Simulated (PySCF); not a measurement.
# Heteronuclear NMR

Molfile (atoms numbered from 1):
```
C4H9NO3Si
     RDKit          3D

 18 17  0  0  0  0  0  0  0  0999 V2000
   -1.8939   -1.8201   -0.6772 C   0  0  0  0  0  0  0  0  0  0  0  0
   -0.6026   -1.2739   -0.7072 O   0  0  0  0  0  0  0  0  0  0  0  0
    0.0077   -0.0255    0.1116 Si  0  0  0  0  0  4  0  0  0  0  0  0
    0.1205   -0.4601    1.9429 C   0  0  0  0  0  0  0  0  0  0  0  0
    0.1899   -0.7235    3.0552 N   0  0  0  0  0  0  0  0  0  0  0  0
   -0.9508    1.2571   -0.0817 O   0  0  0  0  0  0  0  0  0  0  0  0
   -0.7542    2.5897    0.3084 C   0  0  0  0  0  0  0  0  0  0  0  0
    1.4797    0.3150   -0.4532 O   0  0  0  0  0  0  0  0  0  0  0  0
    2.5835   -0.5306   -0.6371 C   0  0  0  0  0  0  0  0  0  0  0  0
   -2.0563   -2.3565    0.2601 H   0  0  0  0  0  0  0  0  0  0  0  0
   -2.6467   -1.0372   -0.7740 H   0  0  0  0  0  0  0  0  0  0  0  0
   -1.9757   -2.5143   -1.5137 H   0  0  0  0  0  0  0  0  0  0  0  0
   -0.7899    2.6768    1.3964 H   0  0  0  0  0  0  0  0  0  0  0  0
   -1.5571    3.1815   -0.1315 H   0  0  0  0  0  0  0  0  0  0  0  0
    0.2098    2.9556   -0.0465 H   0  0  0  0  0  0  0  0  0  0  0  0
    2.9697   -0.8692    0.3265 H   0  0  0  0  0  0  0  0  0  0  0  0
    2.3060   -1.4004   -1.2338 H   0  0  0  0  0  0  0  0  0  0  0  0
    3.3517    0.0421   -1.1568 H   0  0  0  0  0  0  0  0  0  0  0  0
  1  2  1  0
  2  3  1  0
  3  4  1  0
  4  5  3  0
  3  6  1  0
  6  7  1  0
  3  8  1  0
  8  9  1  0
  1 10  1  0
  1 11  1  0
  1 12  1  0
  7 13  1  0
  7 14  1  0
  7 15  1  0
  9 16  1  0
  9 17  1  0
  9 18  1  0
M  END
```

[PySCF: shielding tensors at PBE0/pcSseg-1 (GIAO); structure optimised with GFN2-xTB; no relativistic terms; fast rotation and ring inversion assumed for equivalent nuclei; no solvent; one conformer]

(1) Predict the ²⁹Si NMR data.

(2) What are the ¹⁵N shifts?

(3) Where does ¹⁷O resonate?

Results:

(1) 
```
atoms               environment  σ (ppm)  δ (ppm)
  Si3  silicon bonded to C, 3 O    442.9    -84.1
```

Shieldings were converted by a linear fit to measured shifts: ²⁹Si (scatter 8.9 ppm rms, 25.8 ppm with the 6 outliers that the fit left out vs TMS, solution or neat liquid). A few per cent of atoms miss by over 2 rms, more outside the fitted compound classes.

On a 600 MHz spectrometer ²⁹Si resonates near 119.2 MHz, so 1 ppm is 119.2 Hz.

(2) 
| atoms | environment | σ (ppm) | δ (ppm) |
| --- | --- | --- | --- |
| N5 | nitrile nitrogen | -82.3 | -72.2 |

Shieldings were converted by a linear fit to measured shifts: ¹⁵N: δ = -148.07 − 0.921σ (rms 6.3 ppm, 71 shifts vs CH3NO2, solution or neat liquid). A few per cent of atoms miss by over 2 rms, more outside the fitted compound classes.

On a 400 MHz spectrometer ¹⁵N resonates near 40.5 MHz, so 1 ppm is 40.5 Hz.

(3) 
```tsv
atoms	environment	σ (ppm)	δ (ppm)
O2/O6/O8	oxygen bonded to C, Si	304.3	-10.4
```

Shieldings were converted by a linear fit to measured shifts: ¹⁷O: δ = 266.70 − 0.911σ (rms 10.7 ppm, 155 shifts, 12.2 ppm with the 3 outliers that the fit left out vs liquid water, solution or neat liquid). Occasional misses reach two or three times the rms, and more in compound classes unlike the fitted ones.

On a 500 MHz spectrometer ¹⁷O resonates near 67.8 MHz, so 1 ppm is 67.8 Hz.
